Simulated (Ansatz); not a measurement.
Consider the silylene formation by 1,1-elimination: `C[SiH](S)S` → CH₃SH + `[SiH]S`.

Gas-phase electronic energies from Ansatz, PBE0-D4/def2-TZVP geometries. CBS: MP2 limit from def2 TZ/QZ plus the TZ coupled-cluster correction, frozen cores. This one scheme is used for every species. DFT in def2-TZVPP. Each species was taken in one conformer, which may not be the lowest.

`C[SiH](S)S`:

Cartesian coordinates in Å:
```
C 0.884 -1.169 0.054
Si 0.064 0.454 -0.334
S 0.051 1.544 1.506
S -1.895 0.241 -1.164
H 1.897 -1.007 0.431
H 0.319 -1.718 0.811
H 0.940 -1.784 -0.846
H 0.786 1.194 -1.399
H -0.636 2.585 1.009
H -2.410 -0.341 -0.067
```

CH₃SH:

Z-matrix (Å, degrees):
```
C
S 1 1.806
H 1 1.089 2 111.5
H 1 1.089 2 111.5 3 -123.8
H 1 1.090 2 106.2 3 118.1
H 2 1.342 1 97.1 3 61.9
```

`[SiH]S`:

Cartesian coordinates in Å:
```
Si 0.735 0.805 0.195
S -0.650 -0.726 -0.266
H 0.362 0.672 1.667
H -0.448 -0.750 -1.596
```

```json
{"level": "LDA (SPW92)", "ΔE (kcal/mol)": "72.5"}
{"level": "r2SCAN", "ΔE (kcal/mol)": "71.5"}
{"level": "PBE0", "ΔE (kcal/mol)": "68.3"}
{"level": "CCSD(T)/def2-SVP", "ΔE (kcal/mol)": "62.9"}
```

Question: What does CCSD(T)/CBS give? (Best estimate.)

Answer: The calculation gave: +69.2 kcal/mol. The listed levels differ from it by 3.3, 2.3, -0.9, -6.3 kcal/mol.

Largest T1 diagnostic among the species: 0.016.

Leaving LDA and LC-ωPBE aside and taking each functional with its dispersion term where it has one, the values, not all of them listed here, spread over 11.2 kcal/mol, from BLYP-D4 to r2SCAN0-D4. LDA lies +8.3 kcal/mol from PBE without D4. At CCSD(T), def2-SVP lies −6.3 kcal/mol from the extrapolated value and def2-TZVPP −1.8 kcal/mol.
